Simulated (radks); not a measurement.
The numbers below are computed, except where a source is named.
Question: Ionisation of Cr+, [Ar] 3d5, to Cr2+, [Ar] 3d4, under several functionals. Non-relativistic Kohn-Sham, spin-polarised, spherical densities, point nucleus; open shells are filled with parallel spins first; a radial shooting solver on a logarithmic mesh with Libxc functionals. The NIST Atomic Spectra Database gives 16.486 eV (measured). Rank these functionals by the error of their Delta-SCF ionisation energy: B86b exchange with PBE correlation; revTPSS; PBEsol; XLYP; r2SCAN; exchange-only LDA; exchange-only PBE; MS2 meta-GGA; OLYP; TASK exchange with Perdew-Wang LDA correlation.

Answer: From best to worst: exchange-only LDA 16.529 eV (+0.043); exchange-only PBE 16.656 eV (+0.169); revTPSS 17.139 eV (+0.653); XLYP 17.215 eV (+0.729); TASK exchange with Perdew-Wang LDA correlation 17.256 eV (+0.769); MS2 meta-GGA 17.256 eV (+0.770); OLYP 17.256 eV (+0.770); PBEsol 17.345 eV (+0.858); B86b exchange with PBE correlation 17.388 eV (+0.901); r2SCAN 17.491 eV (+1.005). Open shells are spherical and high-spin; term and fine-structure splittings are not resolved.
